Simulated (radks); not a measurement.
Valence configurations of Ni2+ (all share [Ar]). Calculated with a radial shooting solver on a logarithmic mesh with Libxc functionals: scalar-relativistic Kohn-Sham, PBE, spin-polarised, spherical densities, finite nucleus; open shells are filled with parallel spins first; Fermi nuclear charge, rms radius 3.7757 fm. Energies are relative to 3d8; eigenvalues in eV for spin up.

| valence | E (eV) | moment (Bohr magnetons) | e(3d) | e(4p) | e(4s) |
|---|---|---|---|---|---|
| 3d8 | 0.000 | 2 | -29.282 | - | - |
| 3d7.5 4s0.5 | 2.955 | 3 | -32.754 | - | -23.357 |
| 3d6 4p2 | 32.351 | 6 | -46.983 | -20.799 | - |
| 3d6 4s2 | 18.626 | 4 | -44.410 | - | -26.640 |
| 3d7 4p1 | 13.927 | 4 | -37.796 | -18.172 | - |
| 3d6 4s1 4p1 | 24.330 | 6 | -45.712 | -20.165 | -28.161 |
| 3d7 4s1 | 6.605 | 4 | -36.442 | - | -24.752 |
| 3d7.5 4p0.5 | 6.445 | 3 | -33.446 | -16.759 | - |
| 3d6.5 4p1.5 | 22.534 | 5 | -42.312 | -19.519 | - |
| 3d6 4s0.5 4p1.5 | 28.335 | 6 | -46.352 | -20.485 | -28.506 |

NIST lists [Ar] 3d8 as the ground configuration; this level of theory agrees among the configurations tried. The energies are those of spherical high-spin densities, not of single terms.
